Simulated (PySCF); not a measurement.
Compound: CH8OSSi2.
SMILES with atom numbers: `[CH3:1][S:2][SiH2:3][O:4][SiH3:5]` (hydrogens: H6, H7, H8 on C1; H9, H10 on Si3; H11, H12, H13 on Si5)

Computed by this run: PBE0-D3(BJ)/def2-SVP geometry optimisation, gas phase (PySCF 2.14.0); density fitting, grid level 1; the optimiser is geomeTRIC in internal coordinates, started from a GFN2-xTB structure with every atom displaced at random (about 0.01 Å).

Step 19: E = -29783.0480 eV
```
atom  x, y, z in Å  |  force x, y, z in eV/Å
C1     -2.2171   -0.6743    0.3593    0.028   0.097   0.050
S2     -1.0871   -1.1249   -0.9966   -0.054  -0.044  -0.101
Si3     0.0054    0.6951   -1.2630   -0.086  -0.017   0.037
O4      1.5470    0.5200   -0.6868   -0.015   0.209  -0.167
Si5     2.2735   -0.1134    0.6619    0.040  -0.079   0.165
H6     -1.6752   -0.2770    1.2286   -0.005  -0.024  -0.001
H7     -2.9705    0.0538    0.0289    0.011  -0.010  -0.008
H8     -2.7256   -1.6002    0.6537   -0.026  -0.043   0.024
H9      0.1113    1.0408   -2.7027    0.018  -0.041  -0.019
H10    -0.7349    1.7501   -0.5048    0.036   0.000  -0.017
H11     1.3612    0.0317    1.8398    0.024  -0.017   0.022
H12     2.5892   -1.5553    0.4593    0.018  -0.013   0.008
H13     3.5276    0.6509    0.9108    0.009  -0.016   0.008
```

Step 20: E = -29783.0595 eV
```
atom  x, y, z in Å  |  force x, y, z in eV/Å
C1     -2.0047   -0.6838    0.4552    0.026   0.222   0.110
S2     -1.1395   -1.0359   -1.1046   -0.074  -0.123  -0.204
Si3    -0.0008    0.7466   -1.3894   -0.186  -0.004   0.066
O4      1.4867    0.5684   -0.6865   -0.017   0.415  -0.386
Si5     2.0750   -0.1383    0.6813    0.096  -0.163   0.412
H6     -1.3073   -0.4405    1.2700   -0.020  -0.053  -0.030
H7     -2.7276    0.1363    0.3393    0.008  -0.028  -0.032
H8     -2.5458   -1.5990    0.7166   -0.058  -0.089   0.037
H9      0.1933    0.9868   -2.8396    0.019  -0.071  -0.043
H10    -0.7644    1.8679   -0.7591    0.091  -0.012   0.011
H11     1.0295   -0.0758    1.7538    0.070  -0.034   0.036
H12     2.4342   -1.5618    0.4322    0.031  -0.026   0.009
H13     3.2759    0.6265    1.1191    0.016  -0.033   0.013
```

Task: Estimate the geometry and energy of step 21. (The exact step hangs on the optimiser's Hessian estimate; all steps are aligned on step 20, rigid shifts and turns removed.)

Result: E = -29783.0705 eV, largest force 0.350 eV/Å
```
atom  x, y, z in Å  |  force x, y, z in eV/Å
C1     -2.0554   -0.6800    0.4379    0.015   0.141   0.074
S2     -1.1489   -1.0510   -1.0965   -0.039  -0.053  -0.131
Si3    -0.0043    0.7329   -1.3658   -0.100  -0.020   0.019
O4      1.4948    0.5697   -0.6789   -0.053   0.275  -0.209
Si5     2.1230   -0.1302    0.6823    0.069  -0.107   0.241
H6     -1.3792   -0.4310    1.2678   -0.003  -0.037  -0.013
H7     -2.7735    0.1392    0.2918    0.012  -0.020  -0.022
H8     -2.6063   -1.5921    0.6951   -0.038  -0.055   0.026
H9      0.1822    0.9729   -2.8180    0.017  -0.054  -0.026
H10    -0.7610    1.8528   -0.7271    0.059  -0.015   0.014
H11     1.1105   -0.0826    1.7851    0.031  -0.021   0.021
H12     2.4957   -1.5493    0.4247    0.018  -0.017   0.002
H13     3.3272    0.6461    1.0899    0.011  -0.019   0.004
```

The energy changes by -0.0111 eV. The first-order estimate −F·Δx gives -0.0152 eV and the mean of the old and new forces, exact on a quadratic surface, -0.0113 eV. The step makes an angle of 85° with the force vector and moves no atom by more than 0.087 Å.

The cost below is that of the whole optimisation. On Arm Neoverse V2, one thread, shared host with 96 logical CPUs at a one-minute load of 70, this took 3.8 min and 0.52 GiB of memory at its peak.
